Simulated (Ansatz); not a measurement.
```yaml
crystal:
  periodic: [false, false, false]
  atoms:
    - {symbol: C, position_ang: [0.328182, 1.010503, 2.593490]}
    - {symbol: N, position_ang: [0.233933, 1.436018, 1.221058]}
    - {symbol: C, position_ang: [0.729075, 2.779458, 1.025443]}
    - {symbol: Hf, position_ang: [-0.535428, 0.490761, -0.411940]}
    - {symbol: F, position_ang: [-1.783413, 1.633235, -1.372163]}
    - {symbol: N, position_ang: [-1.438452, -1.215979, 0.238936]}
    - {symbol: C, position_ang: [-1.048526, -2.594982, 0.097733]}
    - {symbol: C, position_ang: [-2.708586, -1.068586, 0.912215]}
    - {symbol: N, position_ang: [1.030763, -0.059571, -1.593521]}
    - {symbol: C, position_ang: [2.450309, 0.003777, -1.360416]}
    - {symbol: C, position_ang: [0.710428, -0.552120, -2.913810]}
    - {symbol: H, position_ang: [1.370578, 1.007536, 2.946106]}
    - {symbol: H, position_ang: [-0.065458, -0.001657, 2.708527]}
    - {symbol: H, position_ang: [-0.237430, 1.672832, 3.266370]}
    - {symbol: H, position_ang: [0.632722, 3.089059, -0.023253]}
    - {symbol: H, position_ang: [0.177588, 3.514985, 1.629103]}
    - {symbol: H, position_ang: [1.793636, 2.865327, 1.289396]}
    - {symbol: H, position_ang: [-0.093046, -2.671164, -0.425690]}
    - {symbol: H, position_ang: [-1.793015, -3.174082, -0.469535]}
    - {symbol: H, position_ang: [-0.935697, -3.086325, 1.075900]}
    - {symbol: H, position_ang: [-2.994184, -0.011870, 0.993711]}
    - {symbol: H, position_ang: [-3.521632, -1.580367, 0.376837]}
    - {symbol: H, position_ang: [-2.678693, -1.473316, 1.934792]}
    - {symbol: H, position_ang: [2.955229, 0.655959, -2.089183]}
    - {symbol: H, position_ang: [2.918431, -0.989071, -1.438380]}
    - {symbol: H, position_ang: [2.657346, 0.392347, -0.360988]}
    - {symbol: H, position_ang: [1.139364, 0.079347, -3.705538]}
    - {symbol: H, position_ang: [1.080958, -1.576283, -3.069278]}
    - {symbol: H, position_ang: [-0.374972, -0.575771, -3.075930]}
basis:
  gaussian: {orbitals: def2-TZVP, final_grid: {core_spheres: 8, valence_spheres: 7, degree: 23}, point_charges: [{charge: 2.00, position_ang: [5.714, 0.841, 0.646]}]}
hamiltonian: {xc: {name: PBE1PBE}}
```

```sh
$ ansatz run in.yaml --threads 11 --pin off --events-out ev --progress --plain --max-ram 166912MiB --backend cuda --devices 0, --max-vram 75GiB
```

Output, abridged:

```
Error: YAML parse error: error: line 35 column 19: hamiltonian.xc: no functional is named "PBE1PBE"; the names, which are not case-sensitive, are SVWN5, SPW92, PBE, PBE0, PBEsol, revPBE, revPBE0, RPBE, rPW86-PBE, HSE06, wPBEh, LC-wPBE, HISS, HF, BLYP, B3LYP, B3LYP5, BHLYP, CAM-B3LYP, r2SCAN, r2SCANh, r2SCAN0, r2SCAN50, m-r2SCAN, B97, wB97, wB97X, wB97X-V, B97M-V, wB97M-V, B2PLYP, B2GP-PLYP, PBE0-DH, PBE-QIDH
33 | basis:
34 |   gaussian: {orbitals: def2-TZVP, final_grid: {core_spheres: 8, valence_spheres: 7,…
35 | hamiltonian: {xc: {name: PBE1PBE}}
```

Q: Something in this input is off. What?

A: The method's name isn't one that the program takes here. The program refused the input.

HSE06 is defined as in plane-wave codes.
